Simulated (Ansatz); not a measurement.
Compare A (`[CH3][AlH][NH]C[SiH3]`) with its isomer B (`C[CH]([SiH3])[AlH][NH2]`).

Program: Ansatz. Geometries: PBE0-D4/def2-TZVP. ΔE: electronic, gas phase. CCSD(T)/CBS adds triple-zeta CCSD(T) − MP2 to the extrapolated MP2 energy (def2 sets, frozen cores). Functionals use def2-TZVPP. B3LYP here is the variant with VWN-RPA as its local correlation; programs differ in this. One conformer a species, not always the lowest.

A:

Z-matrix (Å, degrees):
```
C
Al 1 1.949
H 1 1.095 2 111.0
H 1 1.093 2 112.6 3 -120.7
H 1 1.095 2 111.1 3 118.3
N 2 1.776 1 119.6 3 119.7
H 2 1.588 1 125.0 3 -60.1
C 6 1.455 2 128.2 1 -177.7
H 6 1.010 2 120.0 1 -0.8
Si 8 1.887 6 111.2 2 115.2
H 8 1.096 6 109.2 2 -4.2
H 8 1.099 6 112.1 2 -120.9
H 10 1.490 8 108.9 6 55.1
H 10 1.491 8 112.2 6 175.3
H 10 1.488 8 109.7 6 -63.3
```

B:

```xyz
15

C     0.137    0.706   -1.404
C    -0.139    0.733    0.107
Si   -1.947    0.448    0.476
Al    0.983   -0.503    1.130
N     1.983   -1.658    0.239
H    -0.107   -0.270   -1.835
H    -0.458    1.448   -1.947
H     1.188    0.904   -1.637
H     0.080    1.731    0.516
H    -2.353   -0.921    0.043
H    -2.220    0.563    1.937
H    -2.822    1.418   -0.243
H     1.058   -0.522    2.714
H     2.590   -2.338    0.668
H     2.027   -1.739   -0.764
```

Problem. Which is lower in electronic energy at CCSD(T)/CBS, and by how much? (An estimate is asked.)

Solution. The calculation gave: B, by 11.0 kcal/mol.

Problem. Give E(B) − E(A) in kcal/mol with B3LYP, PBE-D4, CCSD/def2-TZVPP, B3LYP-D4, HF/def2-TZVPP, r2SCAN-D4, MP2/def2-TZVPP. (Estimate.)

Solution. Computed: B3LYP -8.0, PBE-D4 -9.4, CCSD/def2-TZVPP -10.4, B3LYP-D4 -9.2, HF/def2-TZVPP -8.9, r2SCAN-D4 -10.3, MP2/def2-TZVPP -11.6. None reverses the order clearly.

Largest T1 diagnostic: 0.012.

From PBE to PBE0 (25 % exact exchange), in def2-TZVPP and without D4, E(B) − E(A) moves by −0.9 kcal/mol. In def2-TZVPP, CCSD(T) changes the Hartree–Fock value by −1.6 kcal/mol (the triples alone add −0.2 kcal/mol) and MP2 by −2.7 kcal/mol.
